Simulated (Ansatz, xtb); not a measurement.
Pulling on the C3–H4 bond in CH4Si (SMILES C[SiH]) (multiplicity 1 held, fragments rigid). Energies count from the point at 1.090 Å.
Geometry at that point (charge 0, multiplicity 1):
```xyz
6

Si    -0.4428    -0.3373     0.5178
H     -1.4299    -0.7004    -0.5909
C      0.7708     0.5441    -0.6507
H      1.6471     0.9486    -0.1444
H      0.2562     1.3587    -1.1749
H      1.1017    -0.1488    -1.4339
```

Restricted levels (R-, RO-) in cc, def2 and unpolarised 6-31G sets keep to the state of the molecule at rest. U- levels take the lowest unrestricted solution at each point, which mixes spins at long bonds. Active spaces are followed from a long bond inwards. Levels need not reach the same state.

Correlated levels freeze the cores.

Run with Ansatz (Gaussian basis) for Hartree–Fock, density functionals and correlated methods; xtb for the GFN methods.  The GFN methods have no spin term and hold the electronic entropy of 300 K.

Energies in kcal/mol.

```json
[
 {"R (Å)": "0.872", "GFN2-xTB": "28.1", "U-MP2/cc-pV(D+d)Z": "33.5", "U-SCS-MP2/cc-pV(D+d)Z": "33.7", "R-CCSDT(Q)/cc-pV(D+d)Z": "34.0", "FIC-MRCISD+Q on CASSCF(2,2)/cc-pV(D+d)Z": "33.9"},
 {"R (Å)": "0.981", "GFN2-xTB": "5.2", "U-MP2/cc-pV(D+d)Z": "?", "U-SCS-MP2/cc-pV(D+d)Z": "7.4", "R-CCSDT(Q)/cc-pV(D+d)Z": "7.6", "FIC-MRCISD+Q on CASSCF(2,2)/cc-pV(D+d)Z": "7.5"},
 {"R (Å)": "1.090", "GFN2-xTB": "0.0", "U-MP2/cc-pV(D+d)Z": "0.0", "U-SCS-MP2/cc-pV(D+d)Z": "0.0", "R-CCSDT(Q)/cc-pV(D+d)Z": "0.0", "FIC-MRCISD+Q on CASSCF(2,2)/cc-pV(D+d)Z": "0.0"},
 {"R (Å)": "1.199", "GFN2-xTB": "3.7", "U-MP2/cc-pV(D+d)Z": "3.1", "U-SCS-MP2/cc-pV(D+d)Z": "3.0", "R-CCSDT(Q)/cc-pV(D+d)Z": "2.7", "FIC-MRCISD+Q on CASSCF(2,2)/cc-pV(D+d)Z": "2.7"},
 {"R (Å)": "1.308", "GFN2-xTB": "11.6", "U-MP2/cc-pV(D+d)Z": "?", "U-SCS-MP2/cc-pV(D+d)Z": "11.4", "R-CCSDT(Q)/cc-pV(D+d)Z": "10.8", "FIC-MRCISD+Q on CASSCF(2,2)/cc-pV(D+d)Z": "10.8"},
 {"R (Å)": "1.471", "GFN2-xTB": "26.6", "U-MP2/cc-pV(D+d)Z": "29.1", "U-SCS-MP2/cc-pV(D+d)Z": "28.5", "R-CCSDT(Q)/cc-pV(D+d)Z": "27.0", "FIC-MRCISD+Q on CASSCF(2,2)/cc-pV(D+d)Z": "27.1"},
 {"R (Å)": "1.635", "GFN2-xTB": "42.5", "U-MP2/cc-pV(D+d)Z": "47.7", "U-SCS-MP2/cc-pV(D+d)Z": "46.8", "R-CCSDT(Q)/cc-pV(D+d)Z": "44.0", "FIC-MRCISD+Q on CASSCF(2,2)/cc-pV(D+d)Z": "44.1"},
 {"R (Å)": "1.907", "GFN2-xTB": "67.0", "U-MP2/cc-pV(D+d)Z": "85.5", "U-SCS-MP2/cc-pV(D+d)Z": "86.0", "R-CCSDT(Q)/cc-pV(D+d)Z": "68.7", "FIC-MRCISD+Q on CASSCF(2,2)/cc-pV(D+d)Z": "68.7"},
 {"R (Å)": "2.180", "GFN2-xTB": "86.7", "U-MP2/cc-pV(D+d)Z": "100.5", "U-SCS-MP2/cc-pV(D+d)Z": "101.3", "R-CCSDT(Q)/cc-pV(D+d)Z": "86.5", "FIC-MRCISD+Q on CASSCF(2,2)/cc-pV(D+d)Z": "86.5"},
 {"R (Å)": "2.507", "GFN2-xTB": "103.7", "U-MP2/cc-pV(D+d)Z": "107.0", "U-SCS-MP2/cc-pV(D+d)Z": "108.0", "R-CCSDT(Q)/cc-pV(D+d)Z": "99.3", "FIC-MRCISD+Q on CASSCF(2,2)/cc-pV(D+d)Z": "99.3"},
 {"R (Å)": "2.943", "GFN2-xTB": "117.1", "U-MP2/cc-pV(D+d)Z": "109.6", "U-SCS-MP2/cc-pV(D+d)Z": "110.6", "R-CCSDT(Q)/cc-pV(D+d)Z": "106.7", "FIC-MRCISD+Q on CASSCF(2,2)/cc-pV(D+d)Z": "106.9"},
 {"R (Å)": "3.488", "GFN2-xTB": "124.4", "U-MP2/cc-pV(D+d)Z": "110.4", "U-SCS-MP2/cc-pV(D+d)Z": "111.4", "R-CCSDT(Q)/cc-pV(D+d)Z": "109.1", "FIC-MRCISD+Q on CASSCF(2,2)/cc-pV(D+d)Z": "109.6"}
]
```

Complete the blanks.


- 1.308, U-MP2/cc-pV(D+d)Z: 11.7
- 0.981, U-MP2/cc-pV(D+d)Z: 7.3

Doubts at one or more of the structures used: a spin-contaminated determinant (U-MP2/cc-pV(D+d)Z, U-SCS-MP2/cc-pV(D+d)Z); a restricted determinant that unrestricted orbitals would lower (R-CCSDT(Q)/cc-pV(D+d)Z); other coupled-cluster roots lie near (R-CCSDT(Q)/cc-pV(D+d)Z); T1 above 0.05 (R-CCSDT(Q)/cc-pV(D+d)Z).

Ansatz is a program for electronic structure.
